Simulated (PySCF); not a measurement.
CHCl2 (SMILES Cl[CH-]Cl), charge -1, singlet, at a GFN2-xTB geometry. Base run: HF/def2-SVP run with PySCF.

The PySCF input:
```python
from pyscf import gto, scf

mol = gto.Mole()
mol.atom = '''
    C    -0.123141   -0.010951    0.905066
    Cl   -0.001352    1.466673   -0.181817
    Cl   -0.007831   -1.461693   -0.218129
    H     0.894956   -0.018952    1.368678
'''
mol.basis = 'def2-svp'
mol.charge = -1
mol.spin = 0
mol.verbose = 4
mol.build()

mf = scf.RHF(mol)
mf.kernel()
mo_i, mo_e, stable_i, stable_e = mf.stability(internal=True, external=True, return_status=True, nroots=6, tol=1e-6)
print('internally stable:', stable_i, ' externally stable:', stable_e)
if not stable_e:
    umf = mf.to_uhf() if not hasattr(mf, 'xc') else mf.to_uks()
    umf.scf_summary = {}
    umf.kernel(umf.make_rdm1(mo_e, umf.mo_occ))
```

The bond that is stretched is that between atoms 4 and 1. A test that says stable can miss a lower solution.

Variants of this job, named by their change:

```
change       ΔE vs base (kcal/mol)  <S^2>  E after following the instability (Eh)  <S^2> there  HOMO-LUMO gap (eV)   stability test says
-----------  ---------------------  -----  --------------------------------------  -----------  ------------------  --------------------
base                         0.000  0.000                                       -            -               12.91                stable
bond × 1.25                  20.18  0.000                                       -            -               12.47                stable
bond × 1.5                   46.97  0.000                              -956.98874         0.35               11.65  external instability
bond × 1.8                    71.7  0.000                              -956.97120         0.76               10.31  external instability
bond × 2.2                    92.2  0.000                              -956.96425         0.94                8.42  external instability
bond × 3.0                   112.0  0.000                              -956.86018         0.33                5.71  external instability
```

Where a bond breaks into two radicals, a solution with restricted orbitals usually stops being the lowest and lies too high; an unrestricted one lies lower at the price of spin contamination, which <S^2> shows.
